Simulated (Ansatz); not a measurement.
Saddle point of SnH₄O, closed shell (SnH₂O ([OH][SnH]) + H₂ → SnH₄O ([OH2][SnH2]); bonds formed: Sn1–H4, O2–H3; bonds broken: H3–H4; bonds weakened to dative contacts: Sn1–O2), PBE0-D4/def2-TZVP structure:

```
6
angstrom
Sn -0.4072 1.2288 -0.4810
O 1.1034 -0.0574 0.4199
H -0.1499 -0.2734 0.8854
H -1.0799 -0.0599 0.9684
H -0.8311 -0.0459 -1.6501
H 1.3647 -0.7922 -0.1427
```

Energies are electronic, without zero-point energy. Barriers and step energies count from the start structure reached by relaxing down the imaginary mode; all methods use the PBE0-D4 structures, on which another method's saddle can fall below an end. Computed with Ansatz 0.2.0 (basis: def2-TZVPP, with def2-QZVPP for the basis limit); correlated methods freeze the cores. Filled d shells of the heavier atoms are correlated. Core potentials replace the inner electrons of the atoms past krypton. The def2 sets are not built for correlating such inner shells, so the correlated values are less sure here. B3LYP uses VWN-RPA correlation. Extrapolation: Hartree–Fock as exp(−7.88 √X), correlation as X^−2.97.

| method | barrier (kcal/mol) | step energy (kcal/mol) |
| --- | --- | --- |
| SPW92 | 10.04 | -3.41 |
| PBE-D4 | 17.27 | 1.50 |
| BLYP-D4 | 21.05 | 4.35 |
| r2SCAN-D4 | 18.45 | 0.55 |
| B97M-V | 20.29 | -1.02 |
| PBE0-D4 | 18.83 | -1.31 |
| B3LYP-D4 | 21.73 | 1.66 |
| r2SCAN0-D4 | 19.70 | -1.71 |
| BHLYP-D4 | ? | -1.02 |
| CAM-B3LYP-D4 | ? | 0.22 |
| wB97X-V | ? | 0.15 |
| wB97M-V | 21.88 | -0.62 |
| B2PLYP | 22.49 | 1.89 |
| PBE-QIDH | 20.82 | -1.33 |
| RPA on PBE | 22.78 | 1.15 |
| HF | 31.06 | -2.84 |
| MP2 | 22.51 | 1.87 |
| CCSD | 24.04 | -0.95 |
| CCSD(T) | 22.88 | -0.02 |

(1) Fill in the withheld barriers. (Judge from chemistry; the value comes from the calculation.)

The T1 diagnostic stays at or below 0.017.

## Answers

(1) Computed: wB97X-V 22.22; BHLYP-D4 23.87; CAM-B3LYP-D4 21.58 kcal/mol. Each is the energy of the saddle less that of the start structure, by the same method.

For comparison, the barrier by CCSD(T) at an estimated basis limit (MP2 extrapolated from triple and quadruple zeta, plus CCSD(T) − MP2 in triple zeta) is 23.00 kcal/mol.

Labels in which every atom is bracketed show which atoms are joined, not bond orders.

For scale, one of the runs: CCSD(T)/def2-TZVPP, 137 basis functions, launched by `ansatz run in.yaml --threads 2 --pin off --events-out ev --progress --plain --max-ram 4352MiB`. Time: 9.5 s of wall clock on 2 CPU threads of an Intel Xeon 6975P-C; the host was shared. Peak host memory: 0.9 GiB.
